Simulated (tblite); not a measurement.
Species: C5H15GeN.
Cartesian coordinates in Å at the GFN2-xTB level; atoms count from 1:
```
atom  x, y, z in Å
C1    -1.369    1.260   -0.598
C2    -1.039    0.418    0.627
C3    -2.317   -0.058    1.313
C4    -0.172   -0.778    0.241
N5     1.120   -0.399   -0.300
C6     1.799   -1.553   -0.856
Ge7    2.150    0.871    0.521
H8    -1.976    0.687   -1.295
H9    -0.454    1.559   -1.107
H10   -1.920    2.154   -0.314
H11   -0.470    1.031    1.340
H12   -2.086   -0.644    2.200
H13   -2.901   -0.676    0.635
H14   -2.925    0.793    1.612
H15   -0.698   -1.362   -0.526
H16   -0.052   -1.435    1.119
H17    1.216   -1.953   -1.691
H18    1.936   -2.360   -0.124
H19    2.778   -1.255   -1.230
H20    2.464    0.637    1.982
H21    1.476    2.201    0.399
H22    3.429    0.882   -0.251
```

All values are computed: GFN2-xTB (tblite) harmonic vibrations without scaling, gas phase. This tight-binding method is rough: wavenumbers can miss measured ones by several per cent, in bad cases by 10 to 20. Modes of hydrogen on germanium can be 10 to 20 % off. One conformer, not necessarily the lowest.

Harmonic wavenumbers (cm⁻¹): 69.8, 80.2, 121.3, 165.7, 183.4, 200.7, 223.7, 256.7, 290.1, 309.5, 354.8, 431.4, 460.9, 523.1, 549.4, 605.1, 787.3, 829.1, 850.2, 879.9, 929.7, 947.7, 972.8, 995.9, 1025.9, 1102.0, 1121.6, 1152.3, 1180.0, 1190.6, 1202.9, 1249.8, 1300.0, 1331.7, 1369.3, 1404.2, 1418.9, 1423.9, 1480.4, 1489.6, 1491.5, 1502.4, 1504.3, 1506.1, 1511.8, 1881.3, 2010.2, 2065.9, 2804.1, 2872.4, 2879.8, 2902.6, 2943.7, 2999.8, 3024.2, 3028.5, 3029.5, 3031.1, 3034.5, 3038.6.

A = 2545, B = 1003, C = 851.9 MHz; mass 163.042 u (most abundant isotopes); point group C1, symmetry number 1.

**Question.** Zero-point energy?

**Answer.** Half the sum of the wavenumbers: 40762 cm⁻¹ = 116.54 kcal/mol.

**Question.** Entropy at 298.15 K, 1 bar (ideal gas, RRHO, classical rotation)?

**Answer.** Translation 41.20, rotation 29.38, vibration 30.62: S = 101.2 cal/(mol K).

**Question.** And Cp and H(298.15 K) − H(0)?

**Answer.** Cp = 41.24 cal/(mol K), of which vibrations give 33.29 (their classical limit is 60 R = 119.2); H(298.15 K) − H(0) = 7.40 kcal/mol without the zero-point energy, 5.03 from vibrations.

**Question.** What must be added to the electronic energy to get the Gibbs energy at 298.15 K and 1 bar?

**Answer.** ZPE + [H(298.15 K) − H(0)] − T·S = 116.54 + 7.40 − 30.17 = 93.77 kcal/mol.

**Question.** Which modes carry the vibrational entropy at 298.15 K?

**Answer.** 69.8 cm⁻¹: 4.16; 80.2 cm⁻¹: 3.89; 121.3 cm⁻¹: 3.08; 165.7 cm⁻¹: 2.48; 183.4 cm⁻¹: 2.29; 200.7 cm⁻¹: 2.13 cal/(mol K); the other 54 give 12.59 together.

**Question.** How do the functions run with temperature in this model?

**Answer.** 
```json
{"T (K)": "50", "S (cal/(mol K))": "58.5", "Cp (cal/(mol K))": "12.6", "H − H(0) (kcal/mol)": "0.47", "G − H(0) (kcal/mol)": "-2.45", "ln q(vib)": "0.30"}
{"T (K)": "100", "S (cal/(mol K))": "69.6", "Cp (cal/(mol K))": "19.9", "H − H(0) (kcal/mol)": "1.29", "G − H(0) (kcal/mol)": "-5.67", "ln q(vib)": "1.36"}
{"T (K)": "373.15", "S (cal/(mol K))": "111.3", "Cp (cal/(mol K))": "49.3", "H − H(0) (kcal/mol)": "10.80", "G − H(0) (kcal/mol)": "-30.75", "ln q(vib)": "9.05"}
{"T (K)": "500", "S (cal/(mol K))": "127.5", "Cp (cal/(mol K))": "61.9", "H − H(0) (kcal/mol)": "17.87", "G − H(0) (kcal/mol)": "-45.91", "ln q(vib)": "12.62"}
{"T (K)": "750", "S (cal/(mol K))": "156.4", "Cp (cal/(mol K))": "80.7", "H − H(0) (kcal/mol)": "35.84", "G − H(0) (kcal/mol)": "-81.49", "ln q(vib)": "19.47"}
{"T (K)": "1000", "S (cal/(mol K))": "181.5", "Cp (cal/(mol K))": "93.3", "H − H(0) (kcal/mol)": "57.69", "G − H(0) (kcal/mol)": "-123.81", "ln q(vib)": "25.94"}
```

q(vib) and H(0) count from the zero-point level.

**Question.** Blend soft modes into free rotors: weight 1/[1 + (100 cm⁻¹/ν̃)⁴] for the oscillator and the rest for a rotor with moment μB/(μ + B), μ = h/(8π²ν), B = 10⁻⁴⁴ kg m². What vibrational entropy results?

**Answer.** 29.16 cal/(mol K) in place of 30.62, which changes −T·S at 298.15 K by +0.44 kcal/mol.

Hindered rotation and anharmonicity are outside this model. Other conformers, if any are populated, would add a mixing term that is left out. The structure is chiral; the term R ln 2 for an equal mix with its mirror image is left out.
